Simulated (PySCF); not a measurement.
# Nuclear repulsion and electron count by hand

System: GeO, triplet, at a GFN2-xTB geometry (the spin is typed, not shown lowest). Level: B97M-V/cc-pVTZ run with PySCF. Sums are taken with unrounded values, so a last digit can differ.

Coordinates (Å):

```
atom        x        y         z
----  -------  -------  --------
Ge1   0.00000  0.00000  -0.33477
O2    0.00000  0.00000   1.33909
```

Work out the nuclear repulsion energy and the numbers of alpha and beta electrons.

In atomic units each pair adds Z_i Z_j / r_ij, with r in bohr (1 bohr = 0.529177 Å).
| pair | r (Å) | r (bohr) | Z_i Z_j | term (Eh) |
|---|---|---|---|---|
| Ge1-O2 | 1.6739 | 3.1632 | 256 | 80.9320 |
The sum is 80.9320 Eh; PySCF gives 80.9320 Eh. The atomic numbers add up to 40, so at charge +0 there are 40 electrons; multiplicity 3 means 2 unpaired, so 21 alpha and 19 beta.
